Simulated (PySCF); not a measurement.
C6H7NO.
Z-matrix (Å and degrees, GFN2-xTB geometry), rows numbered from 1:
```
C 
O   1  1.4088
C   2  1.3531  1  118.69
C   3  1.3982  2  116.62  1   179.57
C   4  1.3797  3  118.64  2   179.85
N   5  1.3249  4  123.73  3     0.13
C   6  1.3194  5  117.42  4    -0.04
C   7  1.3863  6  124.27  5    -0.05
H   1  1.0944  2  111.48  3    61.79
H   1  1.0886  2  105.66  3  -179.62
H   1  1.0945  2  111.43  3   -60.92
H   4  1.0777  3  119.39  2    -0.10
H   5  1.0819  4  120.70  3  -179.84
H   7  1.0822  6  115.54  5   179.99
H   8  1.0779  3  122.09  2     0.00
```

Method used: PBE0/pcSseg-1 in PySCF (dipole) on a GFN2-xTB geometry, gas phase.

Masses are those of the commonest isotopes; rigid-rotor values at the optimised geometry. The values belong to one conformer with, in the numbering `[CH3:1][O:2][c:3]1[cH:4][cH:5][n:6][cH:7][cH:8]1`, C1–O2–C3–C4 180°.

Question: Give the principal moments of inertia and the rotational constants in GHz.

Answer: Ia = 94.03, Ib = 321.11, Ic = 411.92 u·Å²; 505379 MHz·u·Å²/I gives 5375, 1574 and 1227 MHz, that is A = 5.3746, B = 1.5738, C = 1.2269 GHz.

Question: Classify the top.

Answer: An asymmetric top: κ = (2 × 1574 − 5375 − 1227)/(5375 − 1227) = -0.83.

Question: What does the inertial defect say?

Answer: Not planar: Δ = Ic − Ia − Ib = -3.22 u·Å². For a rigid frame Δ = −2 Σ m c², so Σ m c² = 1.61 u·Å² lies off the ab plane, practically all of it from hydrogen. The atom farthest from that plane is 0.90 Å away.

Question: Give the coordinates in the principal-axis frame, origin at the centre of mass.

Answer: The sense of each axis is arbitrary; atoms in the order of the calculation.
```tsv
atom	mass (u)	a (Å)	b (Å)	c (Å)
C1	12.000	2.786	-0.411	0.003
O2	15.995	1.804	0.599	-0.004
C3	12.000	0.501	0.238	-0.001
C4	12.000	-0.437	1.275	0.001
C5	12.000	-1.779	0.953	0.001
N6	14.003	-2.237	-0.290	0.000
C7	12.000	-1.349	-1.265	0.000
C8	12.000	0.024	-1.071	-0.001
H9	1.008	2.721	-1.040	-0.890
H10	1.008	3.743	0.109	0.007
H11	1.008	2.710	-1.037	0.898
H12	1.008	-0.095	2.297	0.003
H13	1.008	-2.533	1.729	0.000
H14	1.008	-1.757	-2.268	0.000
H15	1.008	0.686	-1.922	-0.003
```

Question: Where do the levels up to J = 5 lie, in cm⁻¹?

Answer: Above 0(0,0):
J = 1: 1(0,1) 0.0934, 1(1,1) 0.2202, 1(1,0) 0.2318
J = 2: 2(0,2) 0.2795, 2(1,2) 0.3955, 2(1,1) 0.4302, 2(2,1) 0.8105, 2(2,0) 0.8113
J = 3: 3(0,3) 0.5568, 3(1,3) 0.6579, 3(1,2) 0.7273, 3(2,2) 1.0908, 3(2,1) 1.0946, 3(3,1) 1.7541, 3(3,0) 1.7541
J = 4: 4(0,4) 0.9231, 4(1,4) 1.0070, 4(1,3) 1.1226, 4(2,3) 1.4639, 4(2,2) 1.4750, 4(3,2) 2.1292, 4(3,1) 2.1294, 4(4,1) 3.0559, 4(4,0) 3.0559
J = 5: 5(0,5) 1.3759, 5(1,5) 1.4422, 5(1,4) 1.6150, 5(2,4) 1.9293, 5(2,3) 1.9547, 5(3,3) 2.5986, 5(3,2) 2.5995, 5(4,2) 3.5247, 5(4,1) 3.5247, 5(5,1) 4.7162, 5(5,0) 4.7162

Question: Which types of transition are allowed, and where do some lines up to J = 2 fall?

Answer: The dipole components are |μa| = 3.21 D, |μb| = 0.79 D, |μc| = 0.00 D; the mirror of this Cs structure is the ab plane, so μc vanishes by symmetry (the 0.01 D computed is a residue) and there are no c-type lines. The squared components, which scale the intensities, stand as 1.00 : 0.06 (a : b). Some lines, for components of 0.1 D or more:

```
type  branch         J(Ka,Kc)    MHz  lower level (cm⁻¹)
   a       Q  1(1,0) ← 1(1,1)    347               0.220
   a       Q  2(1,1) ← 2(1,2)   1041               0.395
   b       R  2(0,2) ← 1(1,1)   1778               0.220
   b       Q  1(1,0) ← 1(0,1)   4148               0.093
   b       Q  2(1,1) ← 2(0,2)   4517               0.280
   a       R  2(1,2) ← 1(1,1)   5255               0.220
   a       R  2(0,2) ← 1(0,1)   5579               0.093
   a       R  2(1,1) ← 1(1,0)   5948               0.232
   b       R  1(1,1) ← 0(0,0)   6601               0.000
   b       Q  2(2,1) ← 2(1,2)  12443               0.395
```

Question: Estimate the classical rotational partition function at 25 K, 100 K and 298.15 K.

Answer: Point group Cs, symmetry number σ = 1; q = (√π/σ)·√((kT/h)³/(ABC)), k/h = 20836.6 MHz/K: 6540 at 25 K, 52300 at 100 K, 269000 at 298.15 K.

No frequency check. No vibrational averaging or centrifugal distortion is included, and the geometry carries the error of its method. A rigid rotor knows nothing of internal rotation, which can split or shift real lines. Quadrupole hyperfine structure (14N) is left out.

On an Arm Neoverse V2 with one thread, shared host, this took 21 s. This is the PBE0/pcSseg-1 job that gave the dipole, with the shieldings it also computed.
